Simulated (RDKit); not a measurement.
RDKit input (MMFF94):

```python
from rdkit import Chem
from rdkit.Chem import AllChem, rdDetermineBonds

mol = Chem.MolFromXYZFile('mol.xyz')
rdDetermineBonds.DetermineBonds(mol, charge=0)
print('SMILES', Chem.MolToSmiles(Chem.RemoveHs(mol)))
ff = AllChem.MMFFGetMoleculeForceField(mol, AllChem.MMFFGetMoleculeProperties(mol))
e0 = ff.CalcEnergy()
flag = ff.Minimize(maxIts=5000, forceTol=1e-5)
print(f'energy {e0:.4f} -> {ff.CalcEnergy():.4f} kcal/mol, converged: {flag == 0}')
print(Chem.MolToXYZBlock(mol))
```
mol.xyz:
```
9

C     -0.73835800     0.94055400    -0.00180100
C     -1.07747000    -0.42740200     0.05139300
N      0.00043700    -1.20194700     0.03605800
N      1.02990500    -0.33981600    -0.02666400
C      0.63747700     0.95562300    -0.05149800
H     -1.39836700     1.79005700    -0.00367400
H     -2.05658900    -0.87574700     0.09989400
H      1.96751800    -0.70002000    -0.04941300
H      1.34515500     1.76540100    -0.10113100
```

Output:

```
SMILES c1cn[nH]c1
energy 6.0096 -> 5.7900 kcal/mol, converged: True
9

C     -0.740514    0.943716   -0.001819
C     -1.074090   -0.421940    0.051108
N      0.004326   -1.209060    0.036132
N      1.029259   -0.342623   -0.026557
C      0.632691    0.963000   -0.051548
H     -1.408174    1.793143   -0.003415
H     -2.055724   -0.875630    0.099859
H      1.973207   -0.714333   -0.049187
H      1.348727    1.770430   -0.101410
```

The geometry given is a B3LYP-D3(BJ)/def2-TZVP minimum.
